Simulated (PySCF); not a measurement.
**How methods differ on the fine-structure interval of Nb(4+)**

Nb(4+) [Kr] 4d1 [4d3/2^1, M_J = 3/2] → Nb(4+) [Kr] 4d1 [4d5/2^1, M_J = 5/2], as a difference of total energies. Calculation: PySCF 2.14, in x2c-QZVPPall-2c (13s12p9d3f2g, 133 functions); the two-component X2C-1e Hamiltonian. Correlated levels: [Ar] 3d10 frozen; the 30 highest virtual spinors dropped. "Screened" scales the spin-orbit matrix elements by Boettger's factors to mimic the two-electron term; Breit and QED terms are absent.

```tsv
method	fine-structure interval (cm⁻¹)
GHF (screened spin-orbit)	2035.2
GMP2 (screened spin-orbit)	1899.5
GHF (bare spin-orbit)	2705.8
```
